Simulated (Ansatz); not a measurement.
Basis-set extrapolation for `COC(CCl)(OC)OC` (PBE0-D4/def2-TZVP geometry, frozen core, Ansatz 0.2.0). Multiplicity 1, RHF reference.

|  | def2-TZVPP | def2-QZVPP |
| --- | --- | --- |
| HF | -879.984468 | -880.016377 |
| MP2 correlation | -1.759201 | -1.890875 |
| CCSD(T) correlation | -1.899313 | not run |

Energies in hartree. Use E(X) = E(∞) + A·exp(−7.88·√X) for Hartree–Fock and E(X) = E(∞) + B·X^(−2.97) for correlation, with X = 3 and 4, and add CCSD(T) minus MP2 of the smaller set to the MP2 limit.

Problem. What is the CCSD(T) energy at the basis-set limit?

Solution. HF limit: -880.016377 + (-0.031909) × 0.13774 = -880.02077. MP2 limit: -1.890875 + (-0.131674) × 0.74074 = -1.98841. Higher-order term: -1.899313 − (-1.759201) = -0.14011. Total: -882.14929 hartree, 697.1 kJ/mol below CCSD(T)/def2-TZVPP.
